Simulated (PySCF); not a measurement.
Cl₃H₃OSiTi, multiplicity 1.

```xyz
9

Ti     0.0000     0.0000     0.3859
Cl     1.4227     1.5060     1.0873
Cl     0.5929    -1.9851     1.0873
Cl    -2.0156     0.4791     1.0873
O      0.0000     0.0000    -1.3542
Si     0.0000     0.0000    -3.0423
H      0.3843    -1.3588    -3.5055
H      0.9846     1.0123    -3.5055
H     -1.3690     0.3466    -3.5055
```

Geometry optimised at B3LYP-D3(BJ)/def2-SVP. The spin state was assumed, not searched. The isomer is the one that the SMILES or the coordinates give; other isomers of the formula were not compared. The values are those of a single conformer.

Level of theory: B3LYP/pcSseg-1 run with PySCF. Non-relativistic, no solvent.

Computed absolute GIAO shielding of each atom: isotropic value and principal components (ppm):
```tsv
atom	σ(iso)	σ11	σ22	σ33	span
Ti1	-745.8	-1066.5	-585.5	-585.5	481.0
Cl2	85.4	-506.2	-172.0	934.5	1440.6
Cl3	85.4	-506.2	-172.0	934.4	1440.7
Cl4	85.4	-506.2	-172.0	934.4	1440.6
O5	-114.4	-286.6	-286.6	229.9	516.4
Si6	355.5	312.4	312.4	441.8	129.5
H7	26.3	24.0	25.3	29.6	5.6
H8	26.3	24.0	25.3	29.6	5.6
H9	26.3	24.0	25.3	29.6	5.6
```
